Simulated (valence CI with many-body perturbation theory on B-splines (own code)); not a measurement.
Hyperfine factors and g values of Fe20+

Calculated by configuration interaction combined with many-body perturbation theory (CI+MBPT): four valence electrons over a frozen Dirac-Fock core [He], radial functions for each j: 11 s, 11 p, 10 d, 8 f, 5 g, 2 h, with the one-electron correlation potential Σ1, the two-electron term Σ2, the three-electron term Σ3, Breit, model QED; selected CI, second order for the rest, scaled by the run's own slope (own B-spline code, finite nucleus).

No measured levels were compared; by estimate levels of excited configurations hold to 0.05 to 0.15 % of their energy, terms of the ground configuration to about 0.5 %. Among the levels kept, up to 1000 cm⁻¹ of a level comes from second order outside the variational space, and about a tenth of that is noise between levels of different J, which matters for small intervals.

A/g_I is the dipole constant over the nuclear g factor μ/I (μ in nuclear magnetons, uniformly magnetised nucleus), B/Q the quadrupole constant per barn. Both hold the static response of the core; the bare values leave it out. Large factors of s and p1/2 electrons are usually good to 5 to 10 %; those of open d and f shells near neutrality can be off by tens of per cent, and small factors of p3/2, d and f electrons come from cancelling terms and can be off by a factor of two or in sign, in half-filled shells by more. B is blank for J = 1/2, where it vanishes, and for nearly pure S terms. Energies count from the lowest level. Levels with J = 0 are left out.

Names give the largest LS component (configuration and term), which can be under half, so a name can repeat, a term be missing and a line seem to break the LS rules; names also repeat where a configuration has a term twice. Letters in brackets count levels of one name in rising energy.

```
            Level  E (eV)      g  A/g_I (MHz)  A/g_I bare  B/Q (MHz/b)  B/Q bare
      2s²2p² ³P_1     9.1  1.498        -2390         127        26000     26100
      2s²2p² ³P_2    14.5  1.377        48700       50200       -16000    -16100
      2s²2p² ¹D_2    30.3  1.116        38900       39500        67400     67700
      2s2p³ ⁵S°_2    60.3  1.979       119000      121000                       
      2s2p³ ³D°_1    96.3  0.642       -64000      -61800        39700     39800
      2s2p³ ³D°_2    96.4  1.227        90900       89900        66600     66900
      2s2p³ ³D°_3    99.6  1.330       124000      123000         -198      -209
      2s2p³ ³P°_1   114.7  1.386       145000      144000       -40200    -40300
      2s2p³ ³P°_2   116.9  1.413       104000      104000       -64900    -65200
      2s2p³ ³S°_1   135.9  1.806       -55600      -48000         1140      1150
      2s2p³ ¹D°_2   139.8  1.036        70600       70000        -3680     -3670
      2s2p³ ¹P°_1   156.4  1.153        -1680        1060         -133      -150
         2p⁴ ³P_2   204.2  1.445        23300       26900        35500     35700
         2p⁴ ³P_1   215.8  1.498        -6590       -2290       -25200    -25300
         2p⁴ ¹D_2   225.4  1.048        58800       59100       -86500    -86900
    2s²2p3s ³P°_1   951.2  1.383       141000      139000        -8510     -8550
    2s²2p3s ³P°_2   964.6  1.498        55400       55900        53200     53500
    2s²2p3s ¹P°_1   967.6  1.111         6950        9360        35100     35300
     2s²2p3p ³D_1   972.3  0.690        97100       95700        -2310     -2320
 2s²2p3p ³P_1 [a]   979.3  1.333       -14000      -13600         5630      5640
     2s²2p3p ³D_2   979.7  1.179        43500       43500        13200     13300
 2s²2p3p ³P_1 [b]   989.8  1.192        21100       22700         5760      5800
     2s²2p3p ³D_3   991.2  1.332        20300       21300        68100     68400
     2s²2p3p ³S_1   992.5  1.782        24900       26900        -1810     -1820
     2s²2p3p ³P_2   992.8  1.368        34100       35200        12700     12800
     2s²2p3p ¹D_2  1000.4  1.114        27900       28300        40600     40800
    2s²2p3d ³F°_2  1001.6  0.753        42200       41600         7120      7190
     2s2p²3s ⁵P_1  1001.9  2.454       223000      221000        -4760     -4780
    2s²2p3d ³F°_3  1006.3  1.113        25700       25500         4540      4620
2s²2p3d ³P°_2 [a]  1007.0  1.201       -19700      -19700        -8090     -8080
     2s2p²3s ⁵P_2  1008.2  1.821       126000      126000        52400     52600
    2s²2p3d ³D°_1  1009.2  0.758       -28700      -28600        -1290     -1270
```

(1) Take the isotope of mass number 57, with I = 1/2, μ = 0.09064 μN. What is the hyperfine structure of 2s²2p² ³P_2?

Results:

(1) From the table A = 8820 MHz. Shifts from the centre of gravity in MHz: F = 3/2: -13200, F = 5/2: 8820.
